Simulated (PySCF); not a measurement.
Below is a simulated gas-phase C 1s photoelectron spectrum of `C=C[Si]1(O[SiH3])CCC1`.

Every computed line was given a Gaussian of 1.0 eV full width at half maximum and an area set by the number of equivalent atoms; the highest printed point is 100. Theory: delta-SCF UKS SCAN, pcX-2 on the ionised atom, pcseg-1 elsewhere, spin-free X2C in PySCF.

binding energy (eV), intensity and a bar:
```
    288.3          0 
    288.4          0 
    288.5          1 
    288.6          2 #
    288.7          3 #
    288.8          6 ##
    288.9         10 ###
    289.0         15 #####
    289.1         23 #######
    289.2         32 ##########
    289.3         43 #############
    289.4         55 #################
    289.5         67 ####################
    289.6         78 #######################
    289.7         88 ##########################
    289.8         95 ############################
    289.9         99 ##############################
    290.0        100 ##############################
    290.1         99 ##############################
    290.2         95 #############################
    290.3         90 ###########################
    290.4         83 #########################
    290.5         75 ######################
    290.6         65 ####################
    290.7         55 #################
    290.8         45 #############
    290.9         35 ##########
    291.0         26 ########
    291.1         19 ######
    291.2         13 ####
    291.3          8 ##
    291.4          5 #
    291.5          3 #
    291.6          2 
    291.7          1 
    291.8          0 
    291.9          0 
    292.0          0
```

**Question.** Count the maxima, the lines and the sites behind this envelope.

**Answer.** The curve has 1 maximum (at 290.0 eV). Under it lie 4 lines from 4 inequivalent carbon sites. At this width some lines have no maximum of their own.

**Question.** Decompose the envelope and assign each component. Numbering: `[CH2:1]=[CH:2][Si:3]1([O:4][SiH3:5])[CH2:6][CH2:7][CH2:8]1`.

**Answer.** 
```
position (eV)  relative area  line  atoms                  environment
       289.72              2  C 1s  C6/C8  sp3 carbon bound to silicon
       289.95              1  C 1s     C2             alkene CH carbon
       290.41              1  C 1s     C1         terminal =CH2 carbon
       290.52              1  C 1s     C7    four-membered-ring carbon
```

The listed C 1s values span 0.80 eV, from C6/C8 (bonded to C, 2 H and Si) to C7 (bonded to 2 C and 2 H). Summing the Pauling electronegativity differences to the bonded atoms, each weighted by its formal bond order, gives -1.35 for the lowest site and -0.70 for the highest; no listed site has a larger sum than the highest.

No satellites, vibrations or lifetime broadening are included. Topologically equivalent atoms share the value of their first member; where this conformer doesn't relate them by symmetry, their own values could differ. The structure is a single PBE0-D3(BJ)/def2-SVP conformer in the gas phase; no vibrational or solvent corrections.

Conformer computed: `[CH2:1]=[CH:2][Si:3]1([O:4][SiH3:5])[CH2:6][CH2:7][CH2:8]1`: C1–C2–Si3–O4 -133°, C2–Si3–O4–Si5 -172°.
